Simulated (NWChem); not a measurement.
Molecule: C2H4O3Si; SMILES O=C1O[SiH2]CO1

```xyz
10

O     -0.4007    -2.3000     0.0000
C     -0.1448    -1.1421     0.0000
O      1.1276    -0.6794     0.0000
C      1.3277     0.7301     0.0000
Si    -0.4446     1.4194     0.0000
O     -1.0701    -0.1568     0.0000
H      1.9154     1.0064     0.8898
H      1.9154     1.0064    -0.8898
H     -0.8545     2.1536    -1.2245
H     -0.8545     2.1536     1.2245
```
Atoms are numbered in this order, from 1.

Computed with NWChem. Pople sets run with spherical d functions. Coordinates come from a PBE0/def2-SVP optimisation. Field at 589 nm.

For level B3LYP/def2-SVP:

| Item | Result |
|---|---|
| isotropic polarisability (bohr³) | 49.2 |

What are these values for level B3LYP/6-31G*?


- isotropic polarisability (bohr³): 47.6
